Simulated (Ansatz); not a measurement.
```yaml
crystal:
  periodic: [false, false, false]
  atoms:
    - {symbol: C, position_ang: [1.110696, -0.906809, -1.811681]}
    - {symbol: C, position_ang: [-0.238049, -1.561440, -1.521260]}
    - {symbol: C, position_ang: [-0.989925, -0.813038, -0.462947]}
    - {symbol: C, position_ang: [-0.917915, -1.038836, 0.929684]}
    - {symbol: C, position_ang: [-1.640483, -0.019764, 1.582893]}
    - {symbol: C, position_ang: [-2.171920, 0.839032, 0.597568]}
    - {symbol: C, position_ang: [-1.770861, 0.349519, -0.663209]}
    - {symbol: Sc, position_ang: [0.276625, 1.083644, 0.460132]}
    - {symbol: C, position_ang: [1.894072, 0.427833, 1.813486]}
    - {symbol: O, position_ang: [0.648317, 2.734576, -0.330015]}
    - {symbol: H, position_ang: [0.982096, 0.118833, -2.179274]}
    - {symbol: H, position_ang: [1.740340, -0.883170, -0.912557]}
    - {symbol: H, position_ang: [1.677859, -1.444833, -2.574669]}
    - {symbol: H, position_ang: [-0.831044, -1.604842, -2.438962]}
    - {symbol: H, position_ang: [-0.081801, -2.594049, -1.198452]}
    - {symbol: H, position_ang: [-0.375509, -1.839714, 1.411194]}
    - {symbol: H, position_ang: [-1.768931, 0.080032, 2.651680]}
    - {symbol: H, position_ang: [-2.784214, 1.712296, 0.773622]}
    - {symbol: H, position_ang: [-2.004606, 0.796721, -1.619945]}
    - {symbol: D, position_ang: [2.153540, -0.636774, 1.776904]}
    - {symbol: H, position_ang: [1.592108, 0.627398, 2.852958]}
    - {symbol: H, position_ang: [2.814836, 0.998793, 1.639596]}
    - {symbol: H, position_ang: [0.684788, 3.574613, -0.776747]}
basis:
  gaussian: {orbitals: cc-pVTZ-DK, fitting: {mean_field: cc-pVTZ-jkfit}}
hamiltonian: {xc: {name: HF}}
correlation: {method: ccsd}
accuracy: high
```

```sh
$ ansatz run in.yaml --threads 4 --pin off --events-out ev --progress --plain --max-ram 66560MiB --backend cpu
```

(1) How does Ansatz answer? (Estimate.)

## Answers

(1) The calculation gave: The input was rejected before any iteration.
```
Error: YAML parse error: error: line 23 column 16: `D` is not an element symbol (H … Og, case-exact)
21 |     - {symbol: H, position_ang: [-2.784214, 1.712296, 0.773622]}
22 |     - {symbol: H, position_ang: [-2.004606, 0.796721, -1.619945]}
23 |     - {symbol: D, position_ang: [2.153540, -0.636774, 1.776904]}
24 |     - {symbol: H, position_ang: [1.592108, 0.627398, 2.852958]}
25 |     - {symbol: H, position_ang: [2.814836, 0.998793, 1.639596]}
```
